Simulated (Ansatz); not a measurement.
Relaxation of ClF$_{2}$H$_{4}$HfNO (10 atoms, charge 0, multiplicity 1), to a largest force component of 0.03 eV/Å in at most 50 steps.

Theory: RKS PBE-D4/def2-SVP (Ansatz).

```xyz
10
Properties=species:S:1:pos:R:3
Hf 0.131 -0.084 0.050
Cl 0.335 -0.241 2.519
O 1.892 -0.259 -0.664
H 2.742 -0.532 -1.040
F -0.538 1.610 -0.557
F -0.904 -1.515 -0.701
N -2.981 0.001 1.419
H -2.952 -0.747 0.716
H -2.941 0.923 0.971
H -2.201 -0.108 2.102
```

Where does it end, and by what steps?

The run converged. After 12 steps the energy has fallen by 0.950 eV; N7 moved furthest, 0.71 Å. Joined: Hf1–N7 (3.40 → 2.46 Å).

```json
{"step": "0", "energy less start (eV)": "0.0000", "largest force component (eV/Å)": "1.158", "accepted": "yes"}
{"step": "1", "energy less start (eV)": "-0.0646", "largest force component (eV/Å)": "1.015", "accepted": "yes"}
{"step": "2", "energy less start (eV)": "-0.1154", "largest force component (eV/Å)": "0.888", "accepted": "yes"}
{"step": "3", "energy less start (eV)": "-0.1251", "largest force component (eV/Å)": "1.067", "accepted": "yes"}
{"step": "4", "energy less start (eV)": "-0.1496", "largest force component (eV/Å)": "1.200", "accepted": "yes"}
{"step": "5", "energy less start (eV)": "-0.1765", "largest force component (eV/Å)": "1.235", "accepted": "yes"}
{"step": "6", "energy less start (eV)": "-0.4006", "largest force component (eV/Å)": "1.305", "accepted": "yes"}
{"step": "7", "energy less start (eV)": "-0.6035", "largest force component (eV/Å)": "2.063", "accepted": "yes"}
{"step": "8", "energy less start (eV)": "-0.9299", "largest force component (eV/Å)": "0.489", "accepted": "yes"}
{"step": "9", "energy less start (eV)": "-0.9460", "largest force component (eV/Å)": "0.145", "accepted": "yes"}
{"step": "10", "energy less start (eV)": "-0.9465", "largest force component (eV/Å)": "0.165", "accepted": "yes"}
{"step": "11", "energy less start (eV)": "-0.9493", "largest force component (eV/Å)": "0.054", "accepted": "yes"}
{"step": "12", "energy less start (eV)": "-0.9503", "largest force component (eV/Å)": "0.015", "accepted": "yes"}
```

```xyz
10
Properties=species:S:1:pos:R:3
Hf -0.080 -0.144 0.183
Cl 0.460 -0.335 2.526
O 1.677 -0.277 -0.590
H 2.550 -0.343 -0.996
F -0.611 1.602 -0.471
F -0.940 -1.662 -0.662
N -2.353 0.031 1.098
H -2.964 -0.728 0.764
H -2.807 0.918 0.837
H -2.351 -0.015 2.127
```

Whether the end is a true minimum wasn't checked by a vibrational analysis.

The run took 26 s on 4 threads of Arm Neoverse V1, on a shared host, peak memory 0.2 GiB.
